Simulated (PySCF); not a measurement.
## Ge⁻ (germanium, charge -1) across methods

[Ar] 3d10 4s2 4p3, high-spin 4S determinant. All numbers are calculated (PySCF 2.14, scalar relativity through the core potential, in aug-cc-pVTZ-PP with ECP10MDF). The B2PLYP total includes its PT2 part (frozen core); its orbital energies are those of the SCF part.

```
method  E (hartree)  mean ε 4s α (eV)  mean ε 4s β (eV)  mean ε 4p α (eV)  Σ⟨r²⟩ (bohr²)   ⟨S²⟩
B2PLYP    -294.1887            -8.991            -5.911            -0.162          66.04  3.751
   LDA    -294.1136            -6.246            -4.790             1.079          68.78  3.750
  MN15    -294.9568            -7.969            -5.937             0.041          69.22  3.752
   PBE    -294.5787            -6.022            -4.375             1.154          68.56  3.751
PBEsol    -294.2644            -6.031            -4.374             1.168          67.95  3.751
   UHF   -293.38361           -11.584            -6.539            -1.592          64.45  3.753
  PBE0    -294.5415            -7.504            -5.105             0.426          65.96  3.751
r2SCAN    -294.4681            -6.530            -4.333             0.975          65.68  3.751
```

Question: Estimate the same row for M06.

Answer: E (hartree) = -294.6495; mean ε 4s α (eV) = -7.322; mean ε 4s β (eV) = -5.885; mean ε 4p α (eV) = 0.627; Σ⟨r²⟩ (bohr²) = 69.48; ⟨S²⟩ = 3.751.

Energies and moments cover only the electrons outside the core potential. The outer electron is barely bound at this level, so radii and moments hang on the diffuse functions.

The highest occupied level is positive at LDA, MN15, M06, PBE, PBEsol, PBE0, r2SCAN: only the finite basis holds that electron, which in a density functional comes from self-interaction.
